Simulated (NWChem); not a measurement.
# CHCl₂, doublet; SMILES Cl[CH]Cl

All runs: NWChem. Spin-unrestricted. In the optimisation the excess spin sits in a' (Cs, its own frame). Structure relaxed at the PBE0/def2-SVP, spin-unrestricted level. No stability test was run on the SCF state. B3LYP is NWChem's, with the RPA form of VWN correlation. Vertical excitations in the gas phase; the lowest state need not have the same character in each row. Excited states of an open shell can be spin-contaminated.

Question: Order these by “lowest excitation (eV)”, lowest first: B3LYP/def2-SVPD, TDA; BHandHLYP/def2-SVPD, TDA; PBE/def2-SVPD, TDA; CAM-B3LYP/def2-SVPD, TDA.

Answer: PBE/def2-SVPD, TDA (3.88), B3LYP/def2-SVPD, TDA (4.18), CAM-B3LYP/def2-SVPD, TDA (4.48), BHandHLYP/def2-SVPD, TDA (4.66)
